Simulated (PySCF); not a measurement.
Frontier levels across methods

Species: C4H4O3.
Numbering: `[O:1]=[C:2]1[CH2:3][CH2:4][C:5](=[O:6])[O:7]1` (hydrogens: H8, H9 on C3; H10, H11 on C4)

Geometry (PBE0-D3(BJ)/def2-SVP, Å), atoms numbered from 1 in this order:
```xyz
11
C4H4O3 angstrom
O     -1.7207   -1.2033   -1.9607
C     -0.9331   -0.8248   -1.1582
C     -0.9071    0.4838   -0.3979
C      0.3331    0.3969    0.4725
C      0.9252   -0.9608    0.1607
O      1.8965   -1.4702    0.6134
O      0.1463   -1.5875   -0.7821
H     -1.8486    0.5759    0.1631
H     -0.8934    1.3068   -1.1271
H      1.0924    1.1625    0.2561
H      0.1340    0.4469    1.5528
```

Basis pcSseg-1 throughout (PySCF), one geometry. Geometry: PBE0-D3(BJ)/def2-SVP; no solvent, vibrations or thermal averaging.

Problem. How do the orbital energies, the gap and the dipole change with the method?

Solution. 
| method | kind | HOMO (eV) | LUMO (eV) | gap (eV) | μ (D) | SCF cycles |
| --- | --- | --- | --- | --- | --- | --- |
| OPBE | GGA | -6.68 | -1.89 | 4.78 | 4.22 | 16 |
| B97-D | GGA | -6.78 | -1.93 | 4.85 | 4.33 | 16 |
| KT2 | GGA | -6.92 | -1.91 | 5.01 | 4.32 | 16 |
| B97-2 | global hybrid | -8.14 | -0.97 | 7.17 | 4.55 | 15 |
| PBE0 | global hybrid | -8.42 | -0.88 | 7.55 | 4.57 | 14 |
| mPW1PW91 | global hybrid | -8.48 | -0.91 | 7.56 | 4.60 | 14 |
| CAM-B3LYP | range-separated hybrid | -9.88 | 0.35 | 10.23 | 4.65 | 14 |
| wB97X-D | range-separated hybrid | -10.38 | 0.95 | 11.33 | 4.68 | 14 |

The HOMO spans 3.70 eV, from OPBE down to wB97X-D, and the gap runs from 4.78 eV (OPBE) to 11.33 eV (wB97X-D). Over the methods OPBE (0 %), B97-D (0 %), KT2 (0 %), B97-2 (21 %), PBE0 (25 %), mPW1PW91 (25 %), a straight line through the gap against the share of exact exchange rises by 1.07 eV for each 10 % (correlation coefficient 0.999). The dipole ranges from 4.22 D (OPBE) to 4.68 D (wB97X-D). This basis has no diffuse functions.

The vertical ΔSCF ionisation energy at CAM-B3LYP/def2-SVPD is 11.04 eV; −ε(HOMO) comes closest to it with wB97X-D (10.38 eV).
